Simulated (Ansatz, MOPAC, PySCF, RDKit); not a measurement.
Dimer: CH2O (SMILES C=O) (first 4 atoms) with CH6Si (SMILES C[SiH3]); geometry from B3LYP-D3(BJ)/def2-TZVP.
(charge 0, multiplicity 1):
```csv
atom,x (Å),y (Å),z (Å)
C,0.1719,0.2339,-0.2802
O,-0.8160,-0.0347,0.3457
H,1.1505,0.3876,0.2113
H,0.1531,0.3413,-1.3812
C,-1.4140,-0.5214,3.7208
Si,0.3757,-0.0537,3.4332
H,-1.4877,-1.5030,4.1928
H,-1.9488,-0.5516,2.7717
H,-1.9046,0.2034,4.3733
H,1.1137,-0.0086,4.7222
H,0.4966,1.2841,2.8037
H,1.0638,-1.0376,2.5615
```

Counterpoise-corrected where a basis set is named; no monomer relaxation. Rows marked so take none.

Rows in 6-31G* carry no dispersion term and start afresh at each structure (6-31G* with six Cartesian d functions). MP2/6-31G* freezes PySCF's default core. The state reached by PM6 isn't checked.

Run with Ansatz (Gaussian basis) for Hartree–Fock, density functionals and correlated methods; MOPAC for PM6 (differences of heats of formation); PySCF for 6-31G* rows, the dispersion terms; RDKit for the force fields. Values without a source in brackets are computed.

```
level                         interaction energy (kcal/mol)
----------------------------  -----------------------------
MMFF94                                                -0.07
PM6                                                   -0.87
PBE/def2-TZVPPD                                       -1.31
BLYP-D4/def2-TZVPPD                                   -2.21
B3LYP/def2-TZVPPD                                     -0.52
BHLYP/def2-TZVPPD                                     -1.21
CAM-B3LYP-D4/def2-TZVPPD                              -2.63
MP2/6-31G*                                            -0.84
MP2/6-31G* (no counterpoise)                              ?
```

Task: What belongs in the gaps?

Result: 
- MP2/6-31G* (no counterpoise), interaction energy (kcal/mol): -3.06

Ansatz is a quantum-chemistry and plane-wave program.
